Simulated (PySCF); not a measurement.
`C(c1ccc2c(c1)CC2)=C`. Computed with PBE0-D3(BJ)/def2-SVP geometry optimisation, gas phase (PySCF 2.14.0).

```
atom  x, y, z in Å
C1     3.4383    0.1944    1.3244
C2     2.7549    0.0222    0.1863
C3     1.2965    0.0211    0.0101
C4     0.7865   -0.1114   -1.2974
C5    -0.5837   -0.1203   -1.5850
C6    -1.4312    0.0095   -0.4974
C7    -0.9434    0.1381    0.8045
C8     0.4057    0.1476    1.0993
C9    -2.3305    0.2175    1.4067
C10   -2.8771    0.0752   -0.0567
H11    2.9462    0.3618    2.2862
H12    4.5303    0.1750    1.3298
H13    3.3254   -0.1337   -0.7366
H14    1.5030   -0.2104   -2.1177
H15   -0.9375   -0.2254   -2.6134
H16    0.7819    0.2437    2.1202
H17   -2.6003   -0.6089    2.0828
H18   -2.5783    1.1690    1.9028
H19   -3.4453    0.9442   -0.4246
H20   -3.4719   -0.8330   -0.2427
```

(1) Work out the bond lengths C5–H15, C6–C7, C6–C10, C7–C9, C9–C10, C9–H18 in pm.

(2) How far apart are these pairs, which share no bond: C2···H15, C5···H14, C8···H20, C9···H19, H11···H17?

(3) Where is the centre of mass (commonest isotopes), and what is the radius of gyration?

(4) What is the repulsion energy of the bare nuclei, Σ ZA·ZB/RAB?

(5) What are the angles C1–C2–C3, C2–C3–C4, C2–C3–C8, C5–C6–C10, C7–C8–H16, C9–C10–H19?

(6) Give the dihedral angles C8–C3–C4–C5, C9–C7–C8–H16, H13–C2–C3–C8, H14–C4–C5–H15.

## Answers

(1) For C5–H15 the difference vector is (-0.3538, -0.1051, -1.0284) Å, of length 1.0926 Å. C5–H15 109.3; C6–C7 139.6; C6–C10 151.3; C7–C9 151.4; C9–C10 156.9; C9–H18 110.1 pm.

(2) C2···H15 4.640 Å (4 bonds apart); C5···H14 2.156 Å (2 bonds apart); C8···H20 4.219 Å (4 bonds apart); C9···H19 2.264 Å (2 bonds apart); H11···H17 5.634 Å (7 bonds apart).

(3) Mass 130.078 u; centre at (0.048, 0.062, 0.156) Å; Rg = √(Σ m r²/M) = 2.324 Å. As Ia + Ib + Ic = 2 Σ m r², the three principal moments sum to 1405.2 u·Å².

(4) 466.07 Eh over 190 pairs, with full nuclear charges and distances in bohr; the largest single term is 14.23 Eh (C1 with C2).

(5) From the scalar product of the two bond vectors; for C1–C2–C3 it is -1.1974 Å² over 1.3386 × 1.4690 Å², cos θ = -0.6089. C1–C2–C3 127.5°; C2–C3–C4 118.1°; C2–C3–C8 122.2°; C5–C6–C10 144.8°; C7–C8–H16 122.5°; C9–C10–H19 114.8°.

(6) C8–C3–C4–C5 0° (synperiplanar); C9–C7–C8–H16 0° (synperiplanar); H13–C2–C3–C8 177° (antiperiplanar); H14–C4–C5–H15 0° (synperiplanar). Dihedral signs follow IUPAC: positive where, seen along the central bond, the front bond turns clockwise onto the rear one.

PBE0-D3(BJ)/def2-SVP frequencies: not computed here. One conformer, not necessarily the lowest.

On one thread, Arm Neoverse N1 (shared host), this took 2.4 min of wall time. That covers the optimisation of the geometry.
